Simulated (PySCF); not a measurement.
## Calculated data, B₂H₄NSi, B₂ClH₃N, BClH₄NSi, BH₂O

Calculation on a computer-drawn molecule: the log of a Hartree-Fock and frozen-core CCSD(T) single point meant for a local Hartree-Fock minimum, with one planted fault or none, to be diagnosed. Offsets are logged minus clean, where the clean run is the same molecule without the fault. The reference is restricted for singlets and unrestricted otherwise, and also for a bond in bohr or an excited solution. Adding or removing an electron swaps singlet and doublet. The excited solution moves the top pair (singlet) or top alpha electron (doublet) to the lowest empty orbital. Highest occupied and lowest empty are orbital energies over both spins, largest force is the largest gradient component, triples share is (T) over the correlation energy, the T1 limit is 0.02 restricted and 0.045 unrestricted, electrons count all cores, a negative frequency is imaginary (commonest isotopes), and the dipole is about the centre of nuclear charge. Program: PySCF 2.14.0.

Common to all runs: meant charge 1; meant multiplicity 1; logged SCF converged yes; possible faults no fault, one electron removed, one electron added, multiplicity raised by two, geometry at a saddle point, SCF held on an excited solution, minimal basis STO-3G, one bond length entered in bohr, all coordinates scaled.

(1) B₂H₄NSi

Logged structure:
```xyz
8
B2H4NSi
B      0.1793    -1.0878    -3.3587
N     -0.5007    -0.2410    -2.6811
B     -1.1902     0.6176    -1.9937
Si    -2.2840     1.9799    -0.9030
H      0.7999    -1.8604    -3.9772
H     -2.4098     3.1424    -1.7929
H     -3.5543     1.2933    -0.6312
H     -1.4686     2.2272     0.2941
```

* meant basis: cc-pV(D+d)Z
* logged electrons: 34
* logged basis functions: 85
* logged spin squared: 2.0619
* logged highest occupied: -12.603 eV
* logged lowest empty: -8.2891 eV
* logged largest force: 0.040103 hartree/bohr
* logged T1 diagnostic: 0.02329
* logged D1 diagnostic: 0.067093
* logged triples share: 0.03585
* logged CC converged: yes
* logged dipole magnitude: 0.46951 debye
* logged SCF stable within its kind: yes
* logged energy HF: -394.68106 hartree
* logged energy CCSD(T): -395.10486 hartree
* planted fault: multiplicity raised by two
* HF energy offset from clean run: 121.9 kcal/mol
* CCSD(T) energy offset from clean run: 129.2 kcal/mol

Drawn bonds:
| atom | other atom | order |
| --- | --- | --- |
| 1 | 2 | 1 |
| 2 | 3 | 2 |
| 3 | 4 | 1 |
| 1 | 5 | 1 |
| 4 | 6 | 1 |
| 4 | 7 | 1 |
| 4 | 8 | 1 |

(2) B₂ClH₃N

Logged structure:
```xyz
7
B2ClH3N
B      0.4891     2.0599     0.9464
N     -0.5512     1.6887     0.2291
B     -1.8799     2.3725     0.3183
Cl    -3.1543     1.7930    -0.6691
H      1.3982     2.4098     1.5952
H     -0.4677     0.9101    -0.4152
H     -1.9750     3.2815     1.0716
```

* meant basis: cc-pV(D+d)Z
* logged electrons: 36
* logged basis functions: 80
* logged spin squared: 2.0249
* logged highest occupied: -13.833 eV
* logged lowest empty: -8.8122 eV
* logged largest force: 0.14368 hartree/bohr
* logged T1 diagnostic: 0.052571
* logged D1 diagnostic: 0.32297
* logged triples share: 0.030505
* logged CC converged: yes
* logged dipole magnitude: 4.9089 debye
* logged SCF stable within its kind: yes
* logged energy HF: -564.70065 hartree
* logged energy CCSD(T): -565.16777 hartree
* planted fault: multiplicity raised by two
* HF energy offset from clean run: 117.8 kcal/mol
* CCSD(T) energy offset from clean run: 133.2 kcal/mol

Drawn bonds:
| atom | other atom | order |
| --- | --- | --- |
| 1 | 2 | 1 |
| 2 | 3 | 1 |
| 3 | 4 | 1 |
| 1 | 5 | 1 |
| 2 | 6 | 1 |
| 3 | 7 | 1 |

Notes: T1 above single-reference limit.

(3) B₂ClH₃N

Structure as in entry 2.

* meant basis: cc-pV(D+d)Z
* logged electrons: 37
* logged basis functions: 80
* logged spin squared: 0.7669
* logged highest occupied: -6.6046 eV
* logged lowest empty: 2.489 eV
* logged largest force: 0.092158 hartree/bohr
* logged T1 diagnostic: 0.013849
* logged D1 diagnostic: 0.045595
* logged triples share: 0.028362
* logged CC converged: yes
* logged dipole magnitude: 0.55108 debye
* logged SCF stable within its kind: yes
* logged energy HF: -565.09076 hartree
* logged energy CCSD(T): -565.59517 hartree
* planted fault: one electron added
* HF energy offset from clean run: -127 kcal/mol
* CCSD(T) energy offset from clean run: -135 kcal/mol

Drawn bonds:
| atom | other atom | order |
| --- | --- | --- |
| 1 | 2 | 1 |
| 2 | 3 | 1 |
| 3 | 4 | 1 |
| 1 | 5 | 1 |
| 2 | 6 | 1 |
| 3 | 7 | 1 |

(4) BClH₄NSi

Logged structure:
```xyz
8
BClH4NSi
B     -0.9600     0.3373    -0.2004
N      0.2154     0.4557     0.3634
Si     0.5034     0.4037     2.1881
Cl    -1.3865     0.1359     2.8931
H     -2.0107     0.2315    -0.7035
H      1.0247     0.5846    -0.2355
H      1.3618    -0.7515     2.4207
H      1.0575     1.7059     2.5388
```

- meant basis: cc-pV(D+d)Z
- logged electrons: 46
- logged basis functions: 94
- logged spin squared: 2.0214
- logged highest occupied: -13.107 eV
- logged lowest empty: -7.804 eV
- logged largest force: 0.16083 hartree/bohr
- logged T1 diagnostic: 0.028322
- logged D1 diagnostic: 0.16712
- logged triples share: 0.025482
- logged CC converged: yes
- logged dipole magnitude: 6.2734 debye
- logged SCF stable within its kind: yes
- logged energy HF: -829.55247 hartree
- logged energy CCSD(T): -830.03953 hartree
- planted fault: multiplicity raised by two
- HF energy offset from clean run: 115.1 kcal/mol
- CCSD(T) energy offset from clean run: 133.6 kcal/mol

Drawn bonds:
| atom | other atom | order |
| --- | --- | --- |
| 1 | 2 | 1 |
| 2 | 3 | 1 |
| 3 | 4 | 1 |
| 1 | 5 | 1 |
| 2 | 6 | 1 |
| 3 | 7 | 1 |
| 3 | 8 | 1 |

(5) BH₂O

Logged structure:
```xyz
4
BH2O
B      1.0865    -2.9213     2.2928
O      0.7580    -3.5229     1.2878
H      1.4482    -2.3645     3.2566
H      0.1863    -3.8043     0.5752
```

- meant basis: cc-pVDZ
- logged electrons: 14
- logged basis functions: 38
- logged spin squared: 0
- logged highest occupied: -24.339 eV
- logged lowest empty: -3.7255 eV
- logged largest force: 3.859e-05 hartree/bohr
- logged lowest frequency: 212.1 cm⁻¹
- logged T1 diagnostic: 0.0176
- logged D1 diagnostic: 0.038222
- logged triples share: 0.024465
- logged CC converged: yes
- logged dipole magnitude: 1.2057 debye
- logged SCF stable within its kind: yes
- logged energy HF: -100.45379 hartree
- logged energy CCSD(T): -100.72253 hartree
- planted fault: no fault
- HF energy offset from clean run: 0 kcal/mol
- CCSD(T) energy offset from clean run: 0 kcal/mol

Drawn bonds:
| atom | other atom | order |
| --- | --- | --- |
| 1 | 2 | 1 |
| 1 | 3 | 1 |
| 2 | 4 | 1 |

(6) BH₂O

Structure as in entry 5.

- meant basis: cc-pVDZ
- logged electrons: 14
- logged basis functions: 38
- logged spin squared: 0
- logged highest occupied: -12.133 eV
- logged lowest empty: -17.73 eV
- logged largest force: 0.39631 hartree/bohr
- logged CC converged: no
- logged dipole magnitude: 4.4023 debye
- logged SCF stable within its kind: no
- logged energy HF: -99.48739 hartree
- planted fault: withheld

Drawn bonds:
| atom | other atom | order |
| --- | --- | --- |
| 1 | 2 | 1 |
| 1 | 3 | 1 |
| 2 | 4 | 1 |

Notes: CCSD not converged.

Q: Which fault was planted in the run of BH₂O (entry 6)?
A: SCF held on an excited solution

Further results for BH₂O (entry 6):

- HF energy offset from clean run: 606.4 kcal/mol
